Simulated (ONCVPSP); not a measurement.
**An all-electron radial function and its pseudo partner (indium)**

Columns: radius, all-electron u(r) and pseudo u(r) of the 4s shell (level -119.66 eV) of indium in the configuration [Ar] 3d10 4s2 4p6 4d10 5s2 5p1; PBE, scalar-relativistic, ONCV scheme, ONCVPSP 4.0.1.

```json
{"r (bohr)": "0.070", "all-electron": "0.4185", "pseudo": "0.0580"}
{"r (bohr)": "0.140", "all-electron": "0.0946", "pseudo": "0.1303"}
{"r (bohr)": "0.210", "all-electron": "-0.5528", "pseudo": "0.2271"}
{"r (bohr)": "0.280", "all-electron": "-0.7008", "pseudo": "0.3528"}
{"r (bohr)": "0.350", "all-electron": "-0.4196", "pseudo": "0.5041"}
{"r (bohr)": "0.420", "all-electron": "0.0430", "pseudo": "0.6709"}
{"r (bohr)": "0.490", "all-electron": "0.5013", "pseudo": "0.8385"}
{"r (bohr)": "0.560", "all-electron": "0.8654", "pseudo": "0.9904"}
{"r (bohr)": "0.630", "all-electron": "1.1083", "pseudo": "1.1112"}
{"r (bohr)": "0.700", "all-electron": "1.2376", "pseudo": "1.1900"}
{"r (bohr)": "0.770", "all-electron": "1.2751", "pseudo": "1.2214"}
{"r (bohr)": "0.840", "all-electron": "1.2455", "pseudo": "1.2060"}
{"r (bohr)": "0.910", "all-electron": "1.1724", "pseudo": "1.1505"}
{"r (bohr)": "0.980", "all-electron": "1.0736", "pseudo": "1.0647"}
{"r (bohr)": "1.050", "all-electron": "0.9632", "pseudo": "0.9608"}
{"r (bohr)": "1.120", "all-electron": "0.8506", "pseudo": "0.8501"}
{"r (bohr)": "1.190", "all-electron": "0.7418", "pseudo": "0.7416"}
{"r (bohr)": "1.260", "all-electron": "0.6405", "pseudo": "0.6403"}
{"r (bohr)": "1.330", "all-electron": "0.5486", "pseudo": "0.5484"}
{"r (bohr)": "1.400", "all-electron": "0.4668", "pseudo": "0.4667"}
{"r (bohr)": "1.470", "all-electron": "0.3950", "pseudo": "0.3949"}
{"r (bohr)": "1.540", "all-electron": "0.3328", "pseudo": "0.3327"}
{"r (bohr)": "1.610", "all-electron": "0.2792", "pseudo": "0.2792"}
{"r (bohr)": "1.680", "all-electron": "0.2336", "pseudo": "0.2335"}
{"r (bohr)": "1.750", "all-electron": "0.1948", "pseudo": "0.1948"}
{"r (bohr)": "1.820", "all-electron": "0.1621", "pseudo": "0.1621"}
```

How many radial nodes do the two functions have?

The all-electron 4s function has n − l − 1 = 3 (the table is too coarse to show those close to the nucleus); the pseudo-wave has 0, since the states of the same l below it are removed with the core.

At about which radius was the pseudo-wave matched?

1.20 bohr, where the columns begin to agree (steps of 0.07 bohr).

Is the pseudo-wave norm-conserving?

Yes: the ONCV scheme keeps the norm inside the radius equal to the all-electron one, which fixes the energy derivative of the logarithmic derivative at the level.
